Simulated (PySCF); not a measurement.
Diatomic cations of In with group 15

PBE0 with triple-zeta basis sets in PySCF, for the lowest determinant that a PBE0 search found; no spin–orbit coupling. De refers to high-spin ground-configuration atoms (the charge goes to the atom of lower measured ionisation energy or higher electron affinity, which is not always the lowest computed limit). A positive dipole points towards In; it is taken about the centre of mass and depends on that origin.

| M | basis | charged atom | state (unpaired electrons) | Re (Å) | ωe (cm⁻¹) | De (eV) | μ (D) |
| --- | --- | --- | --- | --- | --- | --- | --- |
| N | def2-TZVPPD | In+ | quartet (σ ↑, π ↑↑) | 2.841 | 100 | 0.13 | 0.37 |
| P | def2-TZVPPD | In+ | quartet (σ ↑, π ↑↑) | 2.891 | 121 | 0.44 | -0.33 |
| Sb | def2-TZVPPD | In+ | quartet (σ ↑, π ↑↑) | 3.133 | 83.0 | 0.61 | 2.78 |

The shortest bond is that of InN⁺ (2.841 Å), the longest that of InSb⁺ (3.133 Å). InSb⁺ is bound most strongly (0.61 eV) and InN⁺ least (0.13 eV).

Down a group the atoms grow and get heavier, so bonds lengthen and wavenumbers fall; the exceptions here are the higher wavenumber at P.

Weak bonds: InN⁺, InP⁺. Basis-set superposition, not corrected here, can be much of De in a small basis, most of all at correlated wavefunction levels. Spin–orbit coupling is left out, which matters for elements this heavy, above all for dissociation energies. For an ion De counts to the pair picked by the measured ionisation energies or electron affinities, which need not be the lowest pair at this level. States were picked by a PBE0 search and need not be the measured ground states.
